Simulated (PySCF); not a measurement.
AsF3, charge -1, doublet, at a GFN2-xTB geometry (a state made from the parent by changing its charge; the spin is typed, not shown lowest) (in this run its highest filled SCF level lies above zero, so its values depend strongly on the basis, on diffuse functions most of all). Base run: PySCF with B3LYP/cc-pVDZ.

Input for PySCF:
```python
from pyscf import gto, scf, dft

mol = gto.M(
    atom='''
F    -1.817098   -0.890598    0.073257
As    0.133596   -0.307540    0.032107
F     1.895964    0.709046   -0.054303
F    -0.568718    1.309198   -0.136682
''',
    basis='cc-pvdz',
    charge=-1,
    spin=1,
    verbose=3,
)

mf = dft.UKS(mol)
mf.xc = 'b3lyp'
mf.kernel()
```

Each row names what was changed in the base input (with any setting that the change needs).

| change | E (Eh) | HOMO (eV) | <S^2> | core-seconds (rough) |
|---|---|---|---|---|
| base | -2535.48490 | 0.27 | 0.753 | 4 |
| functional = scan | -2535.56763 | 0.94 | 0.754 | 7 |
| functional = pw91,pw91 | -2535.52047 | 1.47 | 0.752 | 5 |
| functional = bhandhlyp | -2535.31538 | -1.50 | 0.755 | 4 |
| functional = m06l | -2535.35553 | 1.07 | 0.753 | 6 |
| functional = hf | -2532.53767 | -4.04 | 0.770 | 0.7 |
| functional = o3lyp | -2535.81912 | 0.78 | 0.753 | 5 |
| functional = lc_wpbe | -2534.97121 | -2.86 | 0.756 | 9 |
| functional = wb97m_v | -2535.24881 | -2.17 | 0.753 | 80 |
| functional = mn15 | -2535.50753 | -0.72 | 0.753 | 7 |
| functional = hse06 | -2534.90852 | 0.29 | 0.753 | 10 |
| functional = camb3lyp | -2535.49675 | -1.39 | 0.753 | 8 |
| functional = blyp; dispersion = d4 | -2535.47986 | 1.77 | 0.751 | 4 |

Total energies compare only within one method and basis.

Open shells are given as the SCF converged; they aren't shown to be the lowest states, and a large step between rows can be another state.
